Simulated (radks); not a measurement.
Problem. Numerical settings for the tungsten ion W+, [Xe] 4f14 5d4 6s1. Method: Dirac Kohn-Sham, BLYP, spin-unpolarised, spherical densities, point nucleus; open shells fill j = l - 1/2 first; computed with a radial shooting solver on a logarithmic mesh with Libxc functionals. The defaults (mesh step 0.008 in ln r, mesh end at 40 bohr or more with all orbitals vanishing there, Anderson mixing 0.5 over 9 steps, residual threshold near 1e-9 with the energy settled to 1e-9 hartree or 1e-11 of itself, here a cap of 76 iterations) give E = -16166.5783 hartree and 5d3/2 at -11.805 eV in 15 iterations. Run on one thread of a shared host, so times are rough (Arm Neoverse N1): 0.25 s of CPU time, 0.25 s wall, 15 iterations on 2648 mesh points. One setting is changed at a time: mesh step in ln r 0.08; mesh step in ln r 0.02; mesh step in ln r 0.03; mesh end (bohr) 5; mesh end (bohr) 20; residual threshold 0.01; residual threshold 1e-16; mixing 1.5; linear mixing, mixing 0.5; linear mixing, mixing 0.2; mixing history 20; iteration cap 8. Which runs fail to converge, and which converge to a wrong energy?

Solution. Not converged within the cap: mesh step in ln r 0.08; residual threshold 1e-16; linear mixing, mixing 0.2; iteration cap 8. Settings that end as converged yet miss the energy by more than 1 mhartree: mesh end (bohr) 5 (+0.0758 hartree).
